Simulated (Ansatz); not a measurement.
# Molecular dynamics, step by step

CH$_{3}$BOS, singlet, CAM-B3LYP-D4/6-31G (Ansatz 0.2.0). Settings (timestep in fs, temperature in K; T counts 15 degrees of freedom):

```yaml
hamiltonian: {xc: {name: CAM-B3LYP}, dispersion: d4}
md: {n_steps: 60, timestep: 0.25, temperature: 500, ensemble: nve, seed: 563, initial_velocities: maxwell_boltzmann}
```

Start:

B1  (-0.987, 0.468, -0.454)
O2  (-0.296, 0.584, 0.708)
C3  (0.727, -0.319, 0.385)
S4  (0.081, -0.725, -1.282)
H5  (-1.966, 1.011, -0.754)
H6  (1.704, 0.164, 0.347)
H7  (0.738, -1.183, 1.050)
(Å)

```
step  time (fs)  potential energy less the start (meV)  kinetic energy (meV)  T (K)
   0       0.00                                    0.0                 323.1    500
   4       1.00                                    3.8                 319.3    494
   8       2.00                                   29.6                 293.7    454
  12       3.00                                   55.3                 268.0    415
  16       4.00                                   65.3                 258.0    399
  20       5.00                                   65.2                 258.0    399
  24       6.00                                   65.8                 257.4    398
  28       7.00                                   67.3                 255.9    396
  32       8.00                                   62.1                 261.2    404
  36       9.00                                   45.2                 278.1    430
  40      10.00                                   22.0                 301.2    466
  44      11.00                                    6.0                 317.2    491
  48      12.00                                    6.7                 316.5    490
  52      13.00                                   20.5                 302.8    468
  56      14.00                                   38.8                 284.4    440
  60      15.00                                   60.3                 262.9    407
```

Step 12, positions (Å) and forces (eV/Å):

```tsv
atom	x	y	z	Fx	Fy	Fz
B1	-0.974	0.456	-0.463	-2.125	1.252	-0.504
O2	-0.300	0.592	0.730	-0.538	1.159	0.679
C3	0.744	-0.308	0.402	0.352	-1.474	-0.009
S4	0.075	-0.726	-1.289	0.439	-1.163	-1.857
H5	-1.980	0.976	-0.849	0.358	-0.061	0.433
H6	1.701	0.121	0.283	1.012	0.574	0.506
H7	0.666	-1.200	0.985	0.503	-0.286	0.752
```

Step 24, positions (Å) and forces (eV/Å):

| atom | x | y | z | Fx | Fy | Fz |
| --- | --- | --- | --- | --- | --- | --- |
| B1 | -0.977 | 0.452 | -0.476 | -1.296 | 1.066 | 0.312 |
| O2 | -0.306 | 0.606 | 0.756 | -0.244 | 0.490 | -0.624 |
| C3 | 0.765 | -0.306 | 0.420 | 0.368 | -1.176 | -0.356 |
| S4 | 0.070 | -0.730 | -1.302 | 0.637 | -0.874 | -1.226 |
| H5 | -1.970 | 0.940 | -0.910 | 0.140 | 0.135 | 0.534 |
| H6 | 1.763 | 0.118 | 0.263 | -0.383 | 0.007 | 0.842 |
| H7 | 0.637 | -1.233 | 0.976 | 0.778 | 0.353 | 0.519 |

Step 32, positions (Å) and forces (eV/Å):

```json
{"atom": "B1", "x": "-0.986", "y": "0.455", "z": "-0.484", "Fx": "-0.183", "Fy": "0.615", "Fz": "1.003"}
{"atom": "O2", "x": "-0.311", "y": "0.617", "z": "0.771", "Fx": "-0.055", "Fy": "-0.052", "Fz": "-1.406"}
{"atom": "C3", "x": "0.780", "y": "-0.310", "z": "0.431", "Fx": "0.160", "Fy": "-0.865", "Fz": "-0.380"}
{"atom": "S4", "x": "0.068", "y": "-0.734", "z": "-1.312", "Fx": "0.720", "Fy": "-0.589", "Fz": "-0.613"}
{"atom": "H5", "x": "-1.955", "y": "0.922", "z": "-0.925", "Fx": "-0.431", "Fy": "0.447", "Fz": "0.342"}
{"atom": "H6", "x": "1.796", "y": "0.120", "z": "0.287", "Fx": "-0.930", "Fy": "-0.183", "Fz": "0.777"}
{"atom": "H7", "x": "0.653", "y": "-1.242", "z": "0.997", "Fx": "0.719", "Fy": "0.628", "Fz": "0.277"}
```

Last step (60):

```tsv
atom	x (Å)	y (Å)	z (Å)
B1	-1.0097	0.4772	-0.4765
O2	-0.3281	0.6466	0.7925
C3	0.8187	-0.3372	0.4589
S4	0.0667	-0.7515	-1.3485
H5	-2.0271	0.9857	-0.8827
H6	1.7811	0.1556	0.5079
H7	0.8375	-1.1752	1.1489
```

Hardware: 2 CPU threads of an AMD EPYC 9R45, shared host. Wall time about 26 s.
